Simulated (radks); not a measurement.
Problem. These are the eigenvalues of the occupied orbitals of an atom or ion with whole-number occupations (hartree). Calculated with a radial shooting solver on a logarithmic mesh with Libxc functionals: Dirac Kohn-Sham, PBEsol, spin-unpolarised, spherical densities, finite nucleus; Fermi nuclear charge, rms radius of each element as measured or else 0.836 A^(1/3) + 0.57 fm.

1s1/2: -2036.720
2s1/2: -341.1808
2p1/2: -324.8283
2p3/2: -293.3613
3s1/2: -76.87505
3p1/2: -69.70869
3p3/2: -63.13925
3d3/2: -50.82461
3d5/2: -49.38938
4s1/2: -15.83275
4p1/2: -12.98318
4p3/2: -11.49526
4d3/2: -6.79345
4d5/2: -6.52134
5s1/2: -2.38118
5p1/2: -1.57441
5p3/2: -1.36453
4f5/2: -0.86354
4f7/2: -0.82277
6s1/2: -0.37638
5d3/2: -0.36239
5d5/2: -0.34648

Which element is it, and in what charge state? The configuration may be excited. Open shells, if any, are shared by 2j + 1.

Solution. Z = 67, holmium, charge +1: Ho+ in [Xe] 4f9 5d2 6s1. The list shows which subshells hold electrons but not how many an open one holds; the 1s level, -2036.7 hartree, gives Z - s = 63.8 by -(Z - s)^2/2, which with screening and relativity narrows Z to a few neighbours, and the depths of the outer levels then fix element, charge and occupations together.
